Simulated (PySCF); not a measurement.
Cl5Nb, SMILES [Cl][Nb-]([Cl])([Cl])([Cl])[Cl] (connectivity only; charge and spin as stated), charge -1, multiplicity 2.

The structure is a stationary point at B3LYP-D3(BJ)/def2-SVPD. A frequency run showed that this geometry is not a minimum. The spin state was assumed, not searched. The def2 effective core potentials stand for the cores of Nb; spin–orbit coupling is left out.

Two levels are set side by side: PBE/def2-SVPD (PySCF) and r2SCAN/def2-SVPD (PySCF). Same geometry, gas phase. Differences are taken from unrounded values.

| quantity | PBE |
|---|---|
| α-spin orbital gap (eV) | 0.16 |
| β-spin orbital gap (eV) | 3.06 |
| mean polarisability (bohr³) | 154.3 |

Q: These are the PBE values. What does r2SCAN give? (An estimate is asked for; the answer gives what the named calculation found.)

A: 
| quantity | r2SCAN | PBE minus r2SCAN |
|---|---|---|
| α-spin orbital gap (eV) | 0.46 | -0.31 |
| β-spin orbital gap (eV) | 3.44 | -0.38 |
| mean polarisability (bohr³) | 121.7 | 32.6 |

Rough cost on one machine, each run with all the roots and properties that it gave: r2SCAN against PBE about 2 times.
